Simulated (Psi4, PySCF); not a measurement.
C3H10GeO3 (SMILES C[O][GeH]([O]C)[O]C), singlet, geometry from GFN2-xTB, atoms displaced at random by about 0.08 Å a coordinate. Base run: HF/STO-3G, gradient (PySCF).

Here is a job for PySCF.
```python
from pyscf import gto, scf

mol = gto.Mole()
mol.atom = '''
    Ge   -0.120512   -0.063147    0.428016
    O    -1.330255   -0.872265   -0.023756
    C    -1.468742   -2.376896   -0.236053
    O     1.455721   -0.743680   -0.566411
    C     2.603183    0.018224   -0.662370
    O    -0.074299    1.737704   -0.009989
    C    -1.199095    2.331478    0.268770
    H     0.168766   -0.143977    1.976134
    H    -0.747359   -2.846212   -0.914547
    H    -1.589904   -2.695463    0.702920
    H    -2.398408   -2.428916   -0.809792
    H     3.311893   -0.254451    0.370945
    H     3.236917   -0.683485   -1.421397
    H     2.573555    1.072097   -1.044947
    H    -1.435045    2.701239    1.116982
    H    -2.240342    1.941499   -0.358932
    H    -1.136211    3.312326   -0.564400
'''
mol.basis = 'sto-3g'
mol.charge = 0
mol.spin = 0
mol.verbose = 4
mol.build()

mf = scf.RHF(mol)
mf.kernel()
g = mf.nuc_grad_method()
grad = g.kernel()
```

Programs used: Psi4, PySCF; a row that names a program was run with it.

The coordinate followed is z of atom 3.

Each row names what was changed in the base input (with any setting that the change needs).

```tsv
change	dE/dx (Eh/bohr)	net force (Eh/bohr)
base	0.099274	0.000000
finite difference step (bohr) = 1e-5; conv_tol = 1e-11	0.099275	-
finite difference step (bohr) = 1e-3; conv_tol = 1e-11	0.099275	-
finite difference step (bohr) = 1e-4; conv_tol = 1e-11	0.099274	-
conv_tol = 1e-11	0.099274	0.000000
conv_tol = 1e-6	0.099280	0.000000
code = psi4	0.099274	0.000000
density fitting = on; auxbasis_response = off	0.099146	0.002247
finite difference step (bohr) = 0.05; conv_tol = 1e-11	0.099873	-
conv_tol = 1e-4	0.099322	0.000000
finite difference step (bohr) = 0.2; conv_tol = 1e-11	0.108964	-
density fitting = on	0.099274	0.000000
```

The net force is zero for an exact gradient.
